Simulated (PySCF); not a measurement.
# Electron correlation in Cl (chlorine, neutral)

[Ne] 3s2 3p5, 2P determinant. All numbers are calculated (PySCF 2.14, scalar relativity by spin-free X2C-1e, in x2c-TZVPall (5s5p2d1f, 37 functions)). Frozen: [Ne]; 7 electrons correlated.

MP2 pair energies summed by pair of shells (mhartree):

```tsv
pair	energy	share (%)
3p-3p	-96.44	62.1
3s-3p	-49.94	32.2
3s-3s	-8.86	5.7
```

Total MP2 correlation energy: -155.25 mhartree.

Same-spin part -36.17 and opposite-spin part -119.07 mhartree; SCS-MP2 scales them by 1/3 and 6/5 to -154.94 mhartree.

```json
{"level": "CCSD", "correlation energy (mhartree)": "-179.33"}
{"level": "(T)", "correlation energy (mhartree)": "-5.64"}
{"level": "CCSD(T)", "correlation energy (mhartree)": "-184.97"}
```

Diagnostics: T1 = 0.0071, D1 = 0.0236, largest double amplitude 0.054.

Cost of the coupled-cluster step: 0.37 s of wall time on 1 thread of Intel(R) Xeon(R) Platinum 8375C CPU @ 2.90GHz (shared host), for 7 correlated electrons.
